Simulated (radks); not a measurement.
Values are calculated unless marked as measured or tabulated.
Q: Cd5+, configuration [Ar] 3d10 4s2 4p5 4d8 (not the ground configuration). Code: a radial shooting solver on a logarithmic mesh with Libxc functionals. Model: scalar-relativistic Kohn-Sham, PBEsol, spin-polarised, spherical densities, finite nucleus; open shells are filled with parallel spins first (spin-orbit coupling, left out, can overturn this in heavy ions); Fermi nuclear charge, rms radius 4.6087 fm. Some entries of the table are withheld. Estimate them.

orbital,occ.,eigenvalue (eV),r(max) (bohr),<r^2> (bohr^2)
1s up,1,-26590.04,0.01969,0.001251
1s down,1,-26589.76,0.01969,0.001251
2s up,1,-4015.267,0.1113,0.02045
2s down,1,-4014.581,0.1113,0.02045
2p up,3,-3611.903,0.08899,0.01611
2p down,3,-3611.247,0.08899,0.01611
3s up,1,-811.6223,0.3239,0.1469
3s down,1,-811.0553,0.3240,0.1468
3p up,3,-679.3067,0.3171,0.1481
3p down,3,-678.6696,0.3172,0.1479
3d up,5,(1),(2),0.1331
3d down,5,(3),(4),0.1330
4s up,1,(5),0.7902,0.8420
4s down,1,(6),0.7895,0.8433
4p up,3,-141.5187,0.8359,0.9834
4p down,2,-138.4710,0.8356,0.9880
4d up,5,-82.6388,0.9376,1.410
4d down,3,-79.8546,0.9398,1.437

A: 
(1) 3d up eigenvalue (eV): -472.0915
(2) 3d up r(max) (bohr): 0.2655
(3) 3d down eigenvalue (eV): -471.2977
(4) 3d down r(max) (bohr): 0.2656
(5) 4s up eigenvalue (eV): -181.4323
(6) 4s down eigenvalue (eV): -178.3452
